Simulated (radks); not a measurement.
These are the eigenvalues of the occupied orbitals of an atom or ion with whole-number occupations (eV). Calculated with a radial shooting solver on a logarithmic mesh with Libxc functionals: scalar-relativistic Kohn-Sham, PBE, spin-polarised, spherical densities, finite nucleus; Fermi nuclear charge, rms radius of each element as measured or else 0.836 A^(1/3) + 0.57 fm.

| orbital | eigenvalue |
|---|---|
| 1s | -36249.37 |
| 2s | -6069.098 |
| 2p | -5491.996 |
| 3s | -1600.208 |
| 3p | -1414.388 |
| 3d | -1144.480 |
| 4s | -605.1166 |
| 4p | -540.3407 |
| 5s | -307.1053 |

Which element is it, and in what charge state? The configuration may be excited. Open shells, if any, are filled with parallel spins first.

Answer. Z = 55, caesium, charge +17: Cs17+ in [Kr] 5s2. The list shows which subshells hold electrons but not how many an open one holds; the 1s level, -1332.1 hartree, gives Z - s = 51.6 by -(Z - s)^2/2, which with screening and relativity narrows Z to a few neighbours, and the depths of the outer levels then fix element, charge and occupations together.
